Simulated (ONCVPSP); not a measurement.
tin: one change to an ONCV potential, before and after

```json
{
  "Element": "tin",
  "Generator": "ONCVPSP 4.0.1",
  "Type": "optimised norm-conserving Vanderbilt (ONCV)",
  "Functional": "PBE",
  "Relativity": "non-relativistic",
  "Frozen core": "[Ar] 3d10 4s2",
  "Valence charge": "20",
  "Reference configuration": "4p6 4d10 5s1.75 5p2.25",
  "Partial waves": "5s: rc 2.15 bohr, ncon 4, nbas 7, qcut 2.6 1/bohr, 2 projectors, debl 3.4 Ha; 4p+5p: rc 1.55 bohr, ncon 4, nbas 8, qcut 10.7 1/bohr, 2 projectors; 4d: rc 0.95 bohr, ncon 3, nbas 6, qcut 9.2 1/bohr, 2 projectors, debl 1.6 Ha",
  "Local potential": "polynomial inside 0.75 bohr (lpopt 3, dvloc0 -1 Ha)",
  "Core correction": "none"
}
```

All-electron outer shells of the reference configuration (PBE, non-relativistic, ld1.x):

```
shell  level (eV)  outermost node (bohr)  outermost maximum (bohr)
   3d     -480.60                      –                      0.25
   4s     -124.40                   0.42                      0.77
   4p      -87.90                   0.41                      0.80
   4d      -27.61                   0.39                      0.88
   5s      -10.00                   1.02                      2.09
   5p       -3.91                   1.10                      2.59
```

Change: s: rc 2.8.

Cutoffs: the cutoffs (Ha) at which the residual kinetic energy of the hardest occupied pseudo-wave falls to 1 and 0.1 mHa per electron; they do not see the model core or the augmentation charge, which bear on the density cutoff. Errors are all-electron minus pseudo energies relative to the spin-unpolarised reference configuration.

What does the change do?

The potential gets neither clearly harder nor softer (44 Ha and 127 Ha → 44 Ha and 127 Ha); both files keep a bound ghost (s); of the 4 tests that both files solve, the error grows in 3 and shrinks in 1 by more than 15 % and 0.3 meV (median size 0.8 → 6.2 meV).

| quantity | base | changed |
| --- | --- | --- |
| cutoff, loose | 44 Ha | 44 Ha |
| cutoff, tight | 127 Ha | 127 Ha |
| loose cutoff by channel | s 18 Ha, p 24 Ha, d 44 Ha | s 5.7 Ha, p 24 Ha, d 44 Ha |
| bound ghosts | s | s |
| GHOST(+) flags under 300 eV | s at 106.7 eV | s at 85.7 eV |
| error for 4p6 4d10 5s2 5p2, meV [ΔE -1.52 eV] | -0.3 | -1.0 |
| error for 4p6 4d10 5s2 5p1, meV [ΔE 5.42 eV] | -0.9 | -0.2 |
| error for 4p6 4d10 5s2 5p0, meV [ΔE 19.37 eV] | -0.7 | +11 |
| error for 4p6 4d10 5s0 5p4, meV [ΔE 10.93 eV] | -17 | -56 |
| p: phases at 1.57 bohr within 0.05 rad from the reference energy up to (Ha; the scan ends near 5) | to the end of the scan | to the end of the scan |
| d: phases at 0.96 bohr within 0.05 rad from the reference energy up to (Ha; the scan ends near 5) | to the end of the scan | to the end of the scan |

 A true bound ghost makes a file unfit for plane-wave use even where its test errors are small: the radial tests pick states by their node count and pass the ghost by.
